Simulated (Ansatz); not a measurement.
Cost and result for the atomization energy of C$_{3}$H$_{6}$InN (`C=C/C=[N]\[InH2]`) (11 atoms, 10 bonds).

```xyz
11

C     0.678   -0.383    2.218
C     0.212   -0.343    0.974
C     0.428    0.803    0.083
N     0.029    0.932   -1.099
In   -1.017   -0.059   -2.527
H     0.513   -1.234    2.867
H     1.246    0.447    2.626
H    -0.359   -1.174    0.561
H     1.012    1.617    0.550
H    -0.061   -0.946   -3.638
H    -2.680    0.340   -2.614
```

Charge 0, multiplicity 1. Correlated methods include outer-core shells of In, which these sets cover unevenly. In takes the def2 core potential. The geometry is a stationary point of PBE0-D4/def2-TZVP. It is one conformer, not always the lowest. Program: Ansatz. All runs use 4 threads of an Arm Neoverse V1 on a shared host. Times are those of one run each, without the atoms' runs, and a repeat can differ threefold. Electronic energies, without spin–orbit coupling; frozen cores. CCSD(T)/CBS adds CCSD(T) − MP2 in def2-TZVPP to the MP2 limit, and its time is that of the two runs behind it. T1 = 0.017; the RHF reference is unstable towards UHF. With those shells the extrapolation isn't a true limit. B3LYP takes the VWN-RPA correlation (the form of Gaussian; ORCA's B3LYP/G). HSE06 is the plane-wave form, built on full-range PBE exchange.

CCSD(T)/CBS is a level of theory with its own doubt, some kJ/mol a heavy atom from the limit and from the frozen cores, so smaller differences don't rank the functionals.

```csv
level,functions,wall time
LDA (SPW92)/def2-TZVPP,258,1.5 s
PBE-D4/def2-TZVPP (with forces),258,3 s
PBE0-D4/def2-TZVPP,258,3.5 s
HSE06-D4/def2-TZVPP,258,3.8 s
r2SCAN-D4/def2-TZVPP (with forces),258,6 s
B3LYP-D4/def2-TZVPP (with forces),258,6 s
ωB97X-V/def2-TZVPP,258,9.5 s
CCSD(T)/def2-SVP,112,11 s
B97M-V/def2-TZVPP,258,12 s
ωB97M-V/def2-TZVPP (with forces),258,14 s
MP2/def2-QZVPP,490,28 s
CCSD(T)/def2-TZVPP,258,4.6 min
CCSD(T)/CBS(def2),–,5.1 min
```

Problem. What atomization energy does each give, and how far from CCSD(T)/CBS? (Best estimate.)

Solution. Computed: 
| level | atomization (kJ/mol) | difference from CCSD(T)/CBS | per bond |
| --- | --- | --- | --- |
| LDA (SPW92)/def2-TZVPP | 4611.9 | 624.8 | 62.5 |
| PBE-D4/def2-TZVPP (with forces) | 4105.3 | 118.2 | 11.8 |
| PBE0-D4/def2-TZVPP | 4009.8 | 22.7 | 2.3 |
| HSE06-D4/def2-TZVPP | 4012.9 | 25.8 | 2.6 |
| r2SCAN-D4/def2-TZVPP (with forces) | 3996.6 | 9.5 | 0.9 |
| B3LYP-D4/def2-TZVPP (with forces) | 3996.4 | 9.3 | 0.9 |
| ωB97X-V/def2-TZVPP | 3999.9 | 12.8 | 1.3 |
| CCSD(T)/def2-SVP | 3784.6 | -202.5 | -20.3 |
| B97M-V/def2-TZVPP | 4015.2 | 28.1 | 2.8 |
| ωB97M-V/def2-TZVPP (with forces) | 4000.5 | 13.4 | 1.3 |
| MP2/def2-QZVPP | 3992.8 | 5.7 | 0.6 |
| CCSD(T)/def2-TZVPP | 3882.8 | -104.3 | -10.4 |
| CCSD(T)/CBS(def2) | 3987.1 | 0.0 | 0.0 |

Leaving LDA and LC-ωPBE aside and taking each functional with its dispersion term where it has one, the values, not all of them listed here, spread over 247.3 kJ/mol, from BHLYP-D4 to PBE-D4. LDA lies +528.9 kJ/mol from PBE without D4, its usual overbinding. The D4 term adds +35.9 kJ/mol with B3LYP and +18.9 kJ/mol with PBE0; it sums over pairs of atoms, weighted by their polarisabilities, and B3LYP, whose exchange is more repulsive, gets the larger term. From BLYP to BHLYP (50 % exact exchange), in def2-TZVPP and without D4, the atomization energy moves by −130.0 kJ/mol: exact exchange takes away binding that semilocal exchange gives to molecules.

Spin–orbit coupling would lower the free In atoms strongly, and the atomization energy with them, by more than many differences here.
